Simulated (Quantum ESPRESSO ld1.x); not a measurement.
Results of a calculation; reference values are marked as such.
Hf VII, configuration [Kr] 4d10 4f13 5s2 5p5. Code: ld1.x of Quantum ESPRESSO 7.5. Model: scalar-relativistic Kohn-Sham, LDA (Slater exchange, VWN5 correlation), spin-unpolarised, spherical densities, point nucleus. Some entries of the table are withheld. Estimate them.

orbital,occ.,eigenvalue (eV),<1/r> (bohr^-1)
1s,2,(1),83.77
2s,2,-11244.0,19.56
2p,6,-9887.13,17.85
3s,2,-2628.67,7.233
3p,6,-2223.40,6.708
3d,10,-1742.92,(2)
4s,2,-597.620,3.072
4p,6,-464.386,2.798
4d,10,-292.166,2.486
5s,2,-145.776,1.227
5p,5,-111.378,1.061
4f,13,-101.334,1.984
5d,0,-69.3414,(3)
6s,0,-58.0284,0.5775

Answer. 
(1) 1s eigenvalue (eV): -65318.8
(2) 3d <1/r> (bohr^-1): 6.348
(3) 5d <1/r> (bohr^-1): 0.8148
